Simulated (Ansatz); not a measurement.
Predict a relaxed structure of Ga2As3⁻ (the lowest singlet isomer of a short search), charge -1, singlet, at r2SCAN-D4/def2-SVPD (Ansatz).


```tsv
atom	x (Å)	y (Å)	z (Å)
Ga1	-0.637	1.019	-0.941
Ga2	-0.320	-0.664	1.336
As3	-2.121	0.788	0.877
As4	1.728	0.468	-1.112
As5	1.350	-1.611	-0.160
```
Point group C2 (tolerance 0.1 Å). This is one stationary point.

The structure comes from a short search, and lower isomers may exist.
